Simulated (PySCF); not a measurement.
## Two-component Hartree-Fock for Mo²⁺ (molybdenum, charge +2)

Start: [Kr] 4d3 5s1; 4d5/2 filled at m_j = +1/2, +3/2, +5/2; 5s1/2 filled at m_j = +1/2. Calculated with PySCF 2.14 in x2c-SVPall-2c with one added diffuse shell each of s, p, d type (7s9p7d1f, 76 functions): generalised Hartree-Fock with the X2C-1e Hamiltonian and a Gaussian nucleus; one run each with spin-orbit coupling (SO) switched off, then screened by Boettger's factors. This is a chosen level, not necessarily the ground level.

| spinor shell | electrons | ε, spin-free (eV) | ε, screened SO (eV) | weight of nominal j (screened SO) | rms radius, screened SO (bohr) |
| --- | --- | --- | --- | --- | --- |
| 1s1/2 | 2 | -20128.4 | -20127.5 | 1.000 | 0.0404 |
| 2s1/2 | 2 | -2938.4 | -2938.2 | 1.000 | 0.166 |
| 2p1/2 | 2 | -2623.8 | -2697.4 | 1.000 | 0.145 |
| 2p3/2 | 4 | -2623.8 | -2589.2 | 1.000 | 0.149 |
| 3s1/2 | 2 | -552.64 | -552.62 | 1.000 | 0.456 |
| 3p1/2 | 2 | -446.46 | -459.09 | 1.000 | 0.455 |
| 3p3/2 | 4 | -446.46 | -440.57 | 1.000 | 0.465 |
| 3d3/2 | 4 | -273.60 | -275.58 | 0.978 | 0.452 |
| 3d5/2 | 6 | -273.60 | -272.29 | 0.986 | 0.455 |
| 4s1/2 | 2 | -102.70 | -102.72 | 1.000 | 1.18 |
| 4p3/2 | 4 | -70.796 | -69.501 | 0.871 | 1.31 |
| 4p1/2 | 2 | -70.796 | -73.576 | 0.742 | 1.30 |
| 4d5/2 | 3 | -31.529 | -31.486 | 0.763 | 1.78 |
| 5s1/2 | 1 | -22.004 | -22.009 | 1.000 | 3.30 |

| quantity | spin-free | screened SO |
| --- | --- | --- |
| E (hartree) | -4044.66400 | -4045.11483 |
| M_J | 5 | 5 |
| ⟨J²⟩ | 30.007 | 30.008 |
| ⟨L²⟩ | 12.006 | 12.074 |
| ⟨S²⟩ | 6.001 | 5.981 |

Each row is a mean over spinors that exchange with the open shell spreads, by up to 7.861 eV (4p3/2).

Rows whose weight is well below 1 are mixtures of j = l ± 1/2: exchange outweighs spin-orbit coupling there, and the label is only the starting occupation.

Breit and QED terms are absent; they matter most for the inner s and p1/2 levels.

Densities and radii are taken from the X2C orbitals without a picture-change correction, which distorts them close to the nucleus.

Without spin-orbit coupling the j labels of p, d and f shells carry no meaning; the spin-free column gives the mean over the occupied spinors of each nl shell.
